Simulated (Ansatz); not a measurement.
`C=C[SiH2][S][GeH3]` + HCl → `Cl[SiH2][S][GeH3]` + `C=C`  (ligand exchange at the Si–C bond)

Program: Ansatz. Geometries: PBE0-D4/def2-TZVP. ΔE: electronic, gas phase. CCSD(T)/CBS adds triple-zeta CCSD(T) − MP2 to the extrapolated MP2 energy (def2 sets, frozen cores). This one scheme is used for every species. DFT in def2-TZVPP. For Ge outer-core shells are correlated without core-valence functions, which leaves a few kJ/mol of doubt a bond. Scalar relativity is left out up to krypton. Each species was taken in one conformer, which may not be the lowest.

```tsv
level	ΔE (kcal/mol)
ωB97X-V	-21.2
HF/def2-SVP	-22.9
```

Problem. What does CCSD(T)/CBS give? (Estimate.)

Solution. Ansatz gave: -21.0 kcal/mol. The listed levels differ from it by -0.2, -1.9 kcal/mol.

Problem. What do rigid-rotor, harmonic-oscillator terms from PBE0-D4/def2-TZVP frequencies (298.15 K, 1 bar) make of the CCSD(T)/CBS value? (Estimate.)

Solution. The calculation gave: ΔZPE = +2.0 kcal/mol, ΔH = -19.4 kcal/mol, ΔS = 21 J/(mol·K), ΔG = -20.8 kcal/mol. Modes under 50 cm⁻¹ make the entropy rough.

Largest T1 diagnostic among the species: 0.012.

Leaving LDA and LC-ωPBE aside and taking each functional with its dispersion term where it has one, the values, not all of them listed here, spread over 2.9 kcal/mol, from B2PLYP to revPBE-D4. LDA lies +2.5 kcal/mol from PBE without D4. At CCSD(T), def2-SVP lies +2.2 kcal/mol from the extrapolated value and def2-TZVPP +1.0 kcal/mol. In def2-TZVPP, CCSD(T) changes the Hartree–Fock value by +4.8 kcal/mol (the triples alone add +0.6 kcal/mol) and MP2 by +4.3 kcal/mol.
